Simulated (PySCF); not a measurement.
Below is a simulated gas-phase Si 2p photoelectron spectrum of `N[SiH2]C(F)(F)F`.

Every computed line was given a Gaussian of 0.7 eV full width at half maximum and an area set by the number of equivalent atoms (split 2:1 within a doublet); the highest printed point is 100. Method: delta-SCF UKS SCAN, pcX-2 on the ionised atom, pcseg-1 elsewhere, spin-free X2C (PySCF 2.14.0).

binding energy (eV), intensity and a bar:
```
    106.7          0 
    106.8          1 
    106.9          2 #
    107.0          6 ##
    107.1         12 ####
    107.2         23 #######
    107.3         38 ###########
    107.4         57 #################
    107.5         76 #######################
    107.6         92 ############################
    107.7        100 ##############################
    107.8        100 ##############################
    107.9         93 ############################
    108.0         84 #########################
    108.1         74 ######################
    108.2         67 ####################
    108.3         60 ##################
    108.4         52 ################
    108.5         43 #############
    108.6         32 ##########
    108.7         22 ######
    108.8         13 ####
    108.9          7 ##
    109.0          4 #
    109.1          2 
    109.2          1 
    109.3          0
```

**Question.** Count the maxima, the lines and the sites behind this envelope.

**Answer.** The curve has 1 maximum (at 107.7 eV). Under it lie 2 lines from 1 inequivalent silicon site, drawn as a 2p3/2, 2p1/2 pair. At this width some lines have no maximum of their own.

**Question.** Decompose the envelope and assign each component. Numbering: `[NH2:1][SiH2:2][C:3]([F:4])([F:5])[F:6]`.

**Answer.** 
```
position (eV)  relative area      line  atoms   environment
       107.70           0.67  Si 2p3/2    Si2  SiH2 silicon
       108.33           0.33  Si 2p1/2    Si2  SiH2 silicon
```

**Question.** What are the centre and the root-mean-square width of the whole band?

**Answer.** The area-weighted mean of the lines is 107.91 eV. Their own spread about it is 0.29 eV (rms) and each Gaussian has σ = 0.7/2.355 = 0.30 eV; the variances add, which gives 0.42 eV.

The curve has no shake-up lines and no vibrational structure. The 2p values aren't plain energy differences: one relaxed spin-free 2p hole is combined with a matrix within the shell (ground-state 2p orbital-energy differences and spin–orbit coupling). 2p3/2, the mean of its two sublevels, lies a third of the splitting below the shell's mean and 2p1/2 two thirds above it; the statistical areas are 2:1. 2p1/2 minus 2p3/2 (ligand field included): Si 0.62 eV. Geometry: PBE0-D3(BJ)/def2-SVP, one conformer, isolated molecule.

Conformer computed: `[NH2:1][SiH2:2][C:3]([F:4])([F:5])[F:6]`: N1–Si2–C3–F4 60°, H–N1–Si2–C3 74°, H–N1–Si2–C3 -74°.
